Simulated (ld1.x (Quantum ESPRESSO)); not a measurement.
Tl (Z = 81), ultrasoft: configuration errors across variants

- Element: Tl (Z = 81)
- Generator: ld1.x (Quantum ESPRESSO) 7.5
- Type: ultrasoft
- Functional: PBE
- Relativity: scalar-relativistic
- Frozen core: [Xe] 4f14
- Valence charge: 13
- Reference configuration: 5d10 6s2 6p1
- Partial waves: 6s (bound): rcut 2.05, rcutus 2.40 bohr; 6s channel at 0.05 Ry: rcut 2.05, rcutus 2.40 bohr; 6p (bound): rcut 2.20, rcutus 2.40 bohr; 6p channel at 3.35 Ry: rcut 2.20, rcutus 2.40 bohr; 5d (bound): rcut 1.90, rcutus 2.40 bohr; 5d channel at 4.05 Ry: rcut 1.90, rcutus 2.40 bohr
- Local potential: all-electron potential smoothed inside 1.80 bohr (lloc = -1)
- Core correction: Bessel-smoothed model core inside 1.85 bohr
- Augmentation charge: PSQ, inside the norm-conserving radii

All-electron excitation energies from the reference (eV): (1) 5d10 6s2 6p0 5.167; (2) 5d10 6s1 6p0 25.947; (3) 5d10 6s0 6p0 56.087; (4) 5d10 6s0 6p3 15.210; (5) 5d10 6s2 6p1.3 -0.494; (6) 5d9 6s0 6p0 107.876; (7) 5d10 6s1 6p2 7.403.

The overlap operator is not positive definite (basis up to 400 Ry) in “local potential all-electron potential smoothed inside 1.18 bohr (lloc = -1)”. Such files are unfit for use, however small their errors in these radial tests.

3 further variants failed, have other tests or another functional or relativity, and are left out.

A true bound ghost makes a file unfit for plane-wave use even where its test errors are small: the radial tests pick states by their node count and pass the ghost by.

Errors AE − PS in meV (a dash: test not solved or not reliable):

```tsv
change	(1)	(2)	(3)	(4)	(5)	(6)	(7)	bound ghosts
base	-2.4	-20	-80	-46	+0.2	-120	-12	s
augmentation PSQ, radius 2.05 bohr	-2.7	-21	-86	-60	+0.1	-109	-15	s
local potential all-electron potential smoothed inside 1.18 bohr (lloc = -1)	-2.4	-18	-73	-43	+0.1	-108	-11	p (s not tested, overlap not positive)
core correction Bessel-smoothed model core inside 2.34 bohr	-2.0	-15	-57	-40	+0.1	-69	-10	s
all radii but the core radius scaled by about 0.88 (s 2.12, p 2.12, d 2.12 bohr, rcut 1.82/1.94/1.68); local potential all-electron potential smoothed inside 1.60 bohr (lloc = -1)	-3.3	-14	-39	-14	+0.1	-168	-4.2	s, p
```

Question: Give the same row for: type PAW; local potential all-electron potential smoothed inside 2.00 bohr (lloc = -2); augmentation BESSEL, radius 1.35 bohr.

Answer: -3.1, -5.1, -21, +1.6, +0.1, -208, +1.4; bound ghosts: none.
